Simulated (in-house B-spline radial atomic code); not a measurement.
Tc⁺. Computed with a B-spline radial atomic code. Model: non-relativistic spherical atom: semilocal Troullier-Martins pseudo-atom, one channel per l, against all electrons, high spin, G0W0 and RPA with empty states to l = 8, local potential for every l without a channel, a model core (radius 0 = none) keeps its share of the functional.

Without relativity these are model numbers for so heavy an element.

What the tables leave out is listed at the end.

The pseudopotential gives back the lowest level of each angular momentum of its own functional in the configuration it was made in; a second state of the same l is only approximately right. Exact exchange, RPA and GW see the smooth pseudo-orbitals and miss the exchange with the core, for which the functional's share stands in. The column with an uncorrelated core keeps all orbitals and exact exchange, and so separates missing core correlation from pseudisation. Only the three outermost levels and the lowest empty one were computed. RPA here is direct RPA, with no exchange kernel, and its energies carry an (l + 1/2)⁻⁴ tail. A hybrid on a potential with a model core restores only its own semilocal share of the core's exchange.

Command:
```bash
python run_psgw.py task.json out
```
Settings (lengths in bohr, energies in hartree):
```
Z                      43
electrons              42
configuration          [Kr] 4d5 5s1
generated_in           [Kr] 4d5 5s2
functional             lda,vwn
core_shells            7
radius_factor          1.3
core_correction        False
ion_configuration      [Kr] 4d5
```

Time taken, with all properties: 65 s on 1 thread of Intel(R) Xeon(R) Platinum 8259CL CPU @ 2.50GHz (Skylake/Cascade Lake) (shared host).

Given: made with LDA VWN5; model core radius 0 bohr; local radius 1.649 bohr; mean-field start LDA VWN5.

Valence shells of the generating configuration: 4p, 4d, 5s.

Channel: s 3.4, p 1.34, d 1.623 (radii in bohr).

Computed: largest level miss in the spin-unpolarised generating configuration 0 eV; valence RPA correlation energy all-electron orbitals -0.63277 hartree; pseudo-atom RPA polarisability 26.961 bohr³; ionisation by mean-field all-electron 15.312 eV; ionisation by mean-field pseudo minus all 0.05 eV; ionisation by RPA all-electron 15.271 eV; ionisation by RPA pseudo minus all 1.365 eV.

```tsv
level	occupied	mean-field all-electron (eV)	mean-field pseudo minus all (eV)	G0W0 all-electron (eV)	G0W0 uncorrelated core minus all (eV)	G0W0 pseudo minus all (eV)	exchange self-energy all-electron (eV)	exchange self-energy pseudo (eV)
5s up	1	-11.952	-0.015	-15.415	0.013	-1.172	-12.035	-12.942
4d up	1	-15.825	-0.055	-21.024	0.093	0.247	-29.674	-25.363
4d down (empty)	0	-12.397	0.485	-8.0083	0.202	0.515	-10.519	-5.8445
```

Q: What is the all-electron RPA polarisability, core included?

A: 27.339 bohr³.

Q: What is the valence RPA correlation energy pseudo?

A: -0.75721 hartree.

Given: mean-field start PBE0.

Computed: all-electron RPA polarisability, core included 24.718 bohr³; pseudo-atom RPA polarisability 21.915 bohr³; ionisation by mean-field all-electron 14.757 eV; ionisation by mean-field pseudo minus all 0.626 eV; ionisation by RPA all-electron 15.122 eV; ionisation by RPA pseudo minus all 1.544 eV.

```tsv
level	occupied	mean-field all-electron (eV)	mean-field pseudo minus all (eV)	G0W0 all-electron (eV)	G0W0 uncorrelated core minus all (eV)	G0W0 pseudo minus all (eV)	exchange self-energy all-electron (eV)	exchange self-energy pseudo (eV)
5s up	1	-12.323	-0.508	-15.227	0.015	-1.387	-11.742	-13.655
4d up	1	-17.485	0.131	-21.345	0.102	0.485	-29.916	-25.652
4p down	?	?	?	?	?	?	?	?
4d down (empty)	0	-9.9951	0.483	-7.3069	0.206	0.756	-10.018	-5.6973
```

Q: What belongs in the row 4p down?

A: occupied: 1; mean-field all-electron (eV): -51.962; mean-field pseudo minus all (eV): 1.396; G0W0 all-electron (eV): -56.068; G0W0 uncorrelated core minus all (eV): -0.304; G0W0 pseudo minus all (eV): 2.361; exchange self-energy all-electron (eV): -36.939; exchange self-energy pseudo (eV): -25.157.

Q: What is the valence RPA correlation energy all-electron orbitals?

A: -0.59254 hartree.

Q: What is the valence RPA correlation energy pseudo?

A: -0.71667 hartree.

Given: mean-field start Hartree-Fock.

Computed: valence RPA correlation energy pseudo -0.62181 hartree; pseudo-atom RPA polarisability 12.788 bohr³; ionisation by mean-field all-electron 13.711 eV; ionisation by mean-field pseudo minus all 2.574 eV; ionisation by RPA all-electron 14.809 eV; ionisation by RPA pseudo minus all 1.744 eV.

| level | occupied | mean-field all-electron (eV) | mean-field pseudo minus all (eV) | G0W0 all-electron (eV) | G0W0 uncorrelated core minus all (eV) | G0W0 pseudo minus all (eV) | exchange self-energy all-electron (eV) | exchange self-energy pseudo (eV) |
| --- | --- | --- | --- | --- | --- | --- | --- | --- |
| 5s up | 1 | -13.88 | -2.745 | -14.982 | 0.018 | -1.824 | -11.1 | -16.429 |
| 4d up | ? | ? | ? | ? | ? | ? | ? | ? |
| 4p down | 1 | -57.734 | 4.417 | -57.207 | -0.247 | 3.335 | -36.656 | -25.038 |
| 5s down (empty) | 0 | -5.2813 | -0.186 | -6.4583 | 0.012 | 0.048 | -0.79258 | -0.99799 |

Q: What belongs in the row 4d up?

A: occupied: 1; mean-field all-electron (eV): -22.036; mean-field pseudo minus all (eV): 0.809; G0W0 all-electron (eV): -22.062; G0W0 uncorrelated core minus all (eV): 0.113; G0W0 pseudo minus all (eV): 0.944; exchange self-energy all-electron (eV): -30.069; exchange self-energy pseudo (eV): -25.829.

Q: What is the all-electron RPA polarisability, core included?

A: 19.391 bohr³.

Q: What is the valence RPA correlation energy all-electron orbitals?

A: -0.5045 hartree.

Among the listed levels the largest G0W0 shift of the pseudo-atom is +3.33 eV, for 4p down on the Hartree-Fock start, while leaving the core uncorrelated moves that level by -0.25 eV. So pseudisation and the lost core exchange, not the missing core correlation, make the error. Not in the tables (levels of low weight, unsolved or above zero; the highest and the empty levels are kept at any weight): on LDA the G0W0 levels 4p down (pseudo minus all +1.85 eV, weights 0.78 and 0.74).
